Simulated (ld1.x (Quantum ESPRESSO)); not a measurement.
**Before and after: RRKJ potential for cobalt**

| Property | Result |
| --- | --- |
| Element | cobalt |
| Generator | ld1.x (Quantum ESPRESSO) 7.5 |
| Type | norm-conserving RRKJ (Kleinman–Bylander form) |
| Functional | PBEsol |
| Relativity | scalar-relativistic |
| Frozen core | [Ar] |
| Valence charge | 9 |
| Reference configuration | 3d7 4s2 4p0 |
| Partial waves | 4s (bound): rc 2.50 bohr; 4p (bound, empty): rc 3.25 bohr; 3d (bound): rc 1.15 bohr |
| Local potential | the d channel |
| Core correction | none |
| rho0 | 0.01 |

Change: core correction a·sin(br)/r model core inside 1.08 bohr.

Cutoffs: the cutoffs (Ry, on a coarse ladder) from which the occupation-weighted sum of valence levels, in a spherical-Bessel basis at the reference potential, stays within 10 and 1 mRy of its value at 400 Ry; they do not see the model core or the augmentation charge, which bear on the density cutoff. Errors are all-electron minus pseudo energies relative to the spin-unpolarised reference configuration.

**Question.** What does the change do?

**Answer.** The potential gets neither clearly harder nor softer (180 Ry and 260 Ry → 180 Ry and 260 Ry); both files keep a bound ghost (p, s); of the 6 tests that both files solve, the error grows in 6 and shrinks in 0 by more than 15 % and 0.3 meV (median size 5.9 → 23.3 meV). A model core, the more so a compact one, raises the density cutoff, which this test does not measure.

| quantity | base | changed |
| --- | --- | --- |
| cutoff, loose | 180 Ry | 180 Ry |
| cutoff, tight | 260 Ry | 260 Ry |
| bound ghosts | s, p | s, p |
| tests counted (converged, no solver errors) | 6 of 7 | 6 of 7 |
| error for 3d7 4s1 4p0, meV [ΔE 9.05 eV] | -2.3 | -5.6 |
| error for 3d7 4s0 4p0, meV [ΔE 25.74 eV] | +9.5 | -46 |
| error for 3d6 4s0 4p0, meV [ΔE 61.58 eV] | +27 | -196 |
| error for 3d7 4s1.5 4p0, meV [ΔE 3.61 eV] | -0.7 | -1.1 |
| error for 3d7 4s0 4p1, meV [ΔE 14.44 eV] | -0.9 | -17 |
| error for 3d7.5 4s1.5 4p0, meV [ΔE -0.96 eV] | -24 | -30 |
| s: phases at 3.57 bohr within 0.05 rad from the reference energy up to (Ry; the scan ends near 5) | 0.9 | 0.9 |
| p: phases at 3.57 bohr within 0.05 rad from the reference energy up to (Ry; the scan ends near 5) | 1.8 | 1.8 |
| d: phases at 3.57 bohr within 0.05 rad from the reference energy up to (Ry; the scan ends near 5) | 3.3 | 3.3 |

Base: Tests not counted: 3d6 4s2 4p1 (an occupied level unbound or not found, printed error -3.0 eV). ld1.x printed “convergence not achieved” for 3 of the counted tests; their residual had stalled under 1e-8, short of the target of 1e-14. Changed file: Tests not counted: 3d6 4s2 4p1 (solver errors, printed error -3.0 eV). A true bound ghost makes a file unfit for plane-wave use even where its test errors are small: the radial tests pick states by their node count and pass the ghost by. Where a test does run into it, the solver fails or the error is huge.
